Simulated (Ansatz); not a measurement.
```xyz
10

C     0.200    0.399   -1.327
C     0.067    0.043    0.131
B    -0.908   -0.872    0.771
B     0.035   -0.303    1.810
F     0.814    0.155    2.751
H     0.067    1.474   -1.481
H    -0.547   -0.133   -1.914
H     1.194    0.139   -1.705
H     0.854    0.612    0.669
H    -1.778   -1.515    0.295
```

Charge 0, multiplicity 1.

Task: List the PBE0/def2-TZVPP orbital energies in eV (Ansatz). (Best estimate.)

Result: Ansatz gave: Occupied: -675.06, -279.10, -278.60, -186.73, -183.51, -34.80, -22.23, -19.27, -16.03, -14.70, -13.73, -13.55, -12.81, -12.03, -11.28, -10.08, -7.82, -7.56. Lowest empty: -0.45, 0.43, 1.35, 1.62, 1.86, 2.24, 2.77, 3.20.
